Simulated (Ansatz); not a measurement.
The first iterations of a band of CH$_{5}$AlN$_{2}$O (10 atoms, charge 0, multiplicity 1).

Level of theory: Ansatz, RHF/6-31G*.

```
movable images  : 9
climbing image  : yes
spring          : 20.0 eV/Å²
optimiser       : quadratic models (default)
start path      : through a guess of the saddle point
force threshold : 0.05 eV/Å
iteration limit : 60
end points      : relaxed
```

Initial state:

```xyz
10
Properties=species:S:1:pos:R:3
O 0.937 -0.167 -2.551
Al 0.384 -0.076 -0.966
N 0.915 -0.510 0.658
C -0.329 0.022 1.224
N -0.992 0.476 -0.004
H 0.510 0.107 -3.345
H 1.549 -0.986 1.253
H -0.905 -0.744 1.743
H -0.147 0.842 1.919
H -1.840 0.984 0.073
```

Final state:

```xyz
10
Properties=species:S:1:pos:R:3
O 0.504 0.056 -2.674
Al 0.177 0.030 -1.025
N 0.851 -0.506 0.517
C -0.320 0.020 1.227
N -1.081 0.553 0.092
H 1.254 -0.282 -3.135
H 1.572 -0.940 1.042
H -0.865 -0.762 1.756
H -0.052 0.796 1.943
H -1.958 0.985 0.260
```

| iteration | highest image above the first end (eV) | largest band force component (eV/Å) |
| --- | --- | --- |
| 1 | 14.983 | 120.919 |
| 2 | 9.781 | 74.241 |
| 3 | 2.292 | 22.591 |
| 4 | 0.987 | 9.538 |
| 5 | 0.266 | 3.051 |
| 6 | 0.113 | 1.522 |
| 7 | 0.220 | 1.773 |
| 8 | 0.398 | 4.450 |
| 9 | 0.130 | 1.564 |
| 10 | 0.044 | 0.636 |
| 11 | 0.042 | 0.694 |
| 12 | 0.039 | 0.849 |

Problem. Does the band converge within its limit, and where does its top end?

Solution. The run converged. It ended after 37 iterations with the highest image 0.034 eV above the first end. Another band between the same ends (9 images) ends at a top of the same energy, where a vibrational analysis finds 1 clearly imaginary mode.

Run time: 11 min on 1 thread of Arm Neoverse V1, with other jobs on the host, peak memory 0.17 GiB.
